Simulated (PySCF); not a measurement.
A structure optimised at PBE-D3(BJ)/def2-SVP, used in a PySCF frequency run:

```xyz
10

C     -1.4926     0.1502     0.0000
O     -0.9307     1.4774     0.0000
Si     0.7741     1.3313     0.0000
Ge     0.1933    -0.9855     0.0000
H     -2.1245    -0.0084     0.9010
H     -2.1245    -0.0084    -0.9010
H      1.4044     1.9578    -1.2171
H      1.4044     1.9578     1.2171
H      0.4089    -1.8604     1.2648
H      0.4089    -1.8604    -1.2648
```

Question: Write its SMILES, formula and point group.

Answer: [CH2]1O[SiH2][GeH2]1, CH6GeOSi, Cs

Question: What are its rotational constants (standard atomic weights)?

Answer: 6.2332, 2.8422, 2.0781 GHz
